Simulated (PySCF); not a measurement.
**Radial density of Si (silicon, neutral)**

LC-wPBE, [Ne] 3s1 3p2 4s1, high-spin 5P determinant (an excited configuration). Calculation: PySCF 2.14, in aug-cc-pV(T+d)Z (6s5p4d2f, 55 functions); no relativity, point nucleus.

```tsv
r (bohr)	4πr²ρ (e/bohr)	4πr²(ρα − ρβ)
0.00151	0.04836	0.0002
0.00254	0.1327	0.0004
0.00427	0.3580	0.0011
0.00718	0.9334	0.0029
0.0121	2.304	0.0072
0.0203	5.180	0.0160
0.0342	9.976	0.0302
0.0575	14.89	0.0430
0.0967	14.94	0.0441
0.163	10.24	0.0821
0.274	11.53	0.2509
0.460	13.94	0.2312
0.774	6.035	0.0159
1.30	1.572	1.0018
2.19	1.417	1.4104
3.68	0.4052	0.4052
6.19	0.2419	0.2419
10.4	0.009123	0.0091
```

The outer electron is Rydberg-like, and this basis confines it to a smaller radius and binds it less than a complete one would.
